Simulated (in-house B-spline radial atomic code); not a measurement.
Radial electron density of the neon ion Ne⁵⁺, [He] 2s2 2p1. Method: non-relativistic Hartree-Fock, spin-polarised, averaged over the determinants with the given up and down occupations, point nucleus. Calculated with an all-electron radial atomic-structure program (B-spline basis).

Columns: r (bohr), 4πr²n(r) (electrons per bohr), bar.

```
 0.00582   0.2419 #
 0.00678    0.322 #
  0.0079   0.4275 ##
  0.0092   0.5649 ##
  0.0107   0.7416 ###
  0.0125   0.9764 ####
  0.0145    1.262 #####
  0.0169    1.635 #######
  0.0197    2.101 ########
   0.023    2.681 ###########
  0.0268    3.374 ##############
  0.0312     4.19 #################
  0.0363    5.124 #####################
  0.0423    6.175 #########################
  0.0493    7.298 #############################
  0.0574    8.424 ##################################
  0.0668    9.469 ######################################
  0.0778    10.33 #########################################
  0.0907    10.88 ############################################
   0.106    10.99 ############################################
   0.123    10.59 ##########################################
   0.143    9.684 #######################################
   0.167    8.315 #################################
   0.194    6.764 ###########################
   0.226    5.228 #####################
   0.264    4.004 ################
   0.307     3.35 #############
   0.358     3.27 #############
   0.417    3.627 ###############
   0.486    4.121 #################
   0.566    4.411 ##################
   0.659    4.263 #################
   0.768    3.631 ###############
   0.894    2.687 ###########
    1.04      1.7 #######
    1.21   0.8991 ####
    1.41   0.3844 ##
    1.65   0.1252 #
    1.92   0.0322 
    2.23   0.0062 
     2.6 0.0007929
```

On this grid the curve has 2 maxima, near 0.106, 0.566 bohr.

The 2s down radial function P(r) = rR(r), positive near the nucleus:

| r (bohr) | P |
| --- | --- |
| 0.002 | 0.03326 |
| 0.00271 | 0.04475 |
| 0.00368 | 0.06018 |
| 0.005 | 0.08069 |
| 0.00678 | 0.1075 |
| 0.0092 | 0.1423 |
| 0.0125 | 0.1869 |
| 0.0169 | 0.2415 |
| 0.023 | 0.3085 |
| 0.0312 | 0.3838 |
| 0.0423 | 0.4615 |
| 0.0574 | 0.5288 |
| 0.0778 | 0.5626 |
| 0.106 | 0.5289 |
| 0.143 | 0.3926 |
| 0.194 | 0.1184 |
| 0.264 | -0.2914 |
| 0.358 | -0.7525 |
| 0.486 | -1.118 |
| 0.659 | -1.216 |
| 0.894 | -0.9887 |
| 1.21 | -0.5791 |
| 1.65 | -0.2175 |
| 2.23 | -0.04844 |
